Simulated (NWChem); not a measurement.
# MgF₂; SMILES [F][Mg][F]

```xyz
3

Mg     0.0000     0.0000    -0.0477
F      1.7353     0.0000    -0.0477
F     -1.7353     0.0000    -0.0477
```
Atoms are numbered in this order, from 1.

Computed with NWChem. Pople sets run with spherical d functions. Coordinates come from a B3LYP/6-31G* (spherical d) optimisation. GIAO values for the isolated, static molecule; σ is the absolute isotropic shielding.

| level | basis functions | σ Mg1 (ppm) | σ F2 (ppm) |
|---|---|---|---|
| B3LYP/6-31G* | 46 | 571.6 | 398.4 |
| B3LYP/6-311G** | 62 | 540.7 | 400.6 |
| B3LYP/def2-SVP | 46 | 555.5 | 408.5 |
| B3LYP/def2-TZVP | 94 | 536.7 | ? |
| B3LYP/pcSseg-2 | 100 | 538.4 | 428.2 |

### Question
What belongs in the gaps?

### Answer

- B3LYP/def2-TZVP, σ F2 (ppm): 422.6
